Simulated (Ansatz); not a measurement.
`[SiH3]O[Si]Br` and `[SiH]O[SiH3]` differ in one atom or group.

Ansatz, PBE0-D4/def2-TZVP geometries, multiplicity 1. Each molecule was computed in one conformer, which needn't be the lowest.

Scalar relativity is left out up to krypton.

```csv
property,`[SiH3]O[Si]Br`
LUMO energy (B3LYP/def2-TZVPP) / eV,-2.45
zero-point energy (PBE0-D4/def2-TZVP) / kJ/mol,81.7
size of the dipole moment (B3LYP/def2-TZVPP) / D,1.40
HOMO energy (B3LYP/def2-TZVPP) / eV,-7.23
HOMO energy (PBE0/def2-TZVPP) / eV,-7.43
HOMO–LUMO gap (PBE0/def2-TZVPP) / eV,5.15
```

**Question.** What does the change do to each property? (Best estimate.)

**Answer.** The calculation gave: 
| property | `[SiH]O[SiH3]` | shift |
| --- | --- | --- |
| LUMO energy (B3LYP/def2-TZVPP) / eV | -2.41 | 0.04 |
| zero-point energy (PBE0-D4/def2-TZVP) / kJ/mol | 95.4 | 13.7 |
| size of the dipole moment (B3LYP/def2-TZVPP) / D | 0.75 | -0.65 |
| HOMO energy (B3LYP/def2-TZVPP) / eV | -6.39 | 0.84 |
| HOMO energy (PBE0/def2-TZVPP) / eV | -6.56 | 0.87 |
| HOMO–LUMO gap (PBE0/def2-TZVPP) / eV | 4.33 | -0.82 |

With PBE0 the HOMO rises by 0.87 eV and the LUMO rises by 0.05 eV, so the gap narrows by about 0.82 eV. PBE moves the HOMO by 0.90 eV and ωB97M-V by 0.81 eV. Dipoles are sizes alone; their direction can turn.

B3LYP here is the variant with VWN-RPA as its local correlation; programs differ in this.

Spin–orbit coupling is left out; it splits and shifts lone-pair levels of the heavy atoms by tenths of an eV.
